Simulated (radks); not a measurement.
Task: Calculated with a radial shooting solver on a logarithmic mesh with Libxc functionals: non-relativistic Kohn-Sham, PBE, spin-polarised, spherical densities, point nucleus; open shells are filled with parallel spins first (spin-orbit coupling, left out, can overturn this in heavy ions). Response by self-consistent Sternheimer equations with the Hartree and adiabatic LDA kernel. For heavy and open-shell atoms this level of theory can miss by tens of per cent. Rank Ga+, Ga, As, Sb, Cu+, In3+, Ag3+ (NIST ground configurations) by static dipole polarisability, largest first.

Result: Ga 63.96, Sb 48.11, As 33.45, Ga+ 18.21, Cu+ 8.193, Ag3+ 3.963, In3+ 3.362 bohr^3.
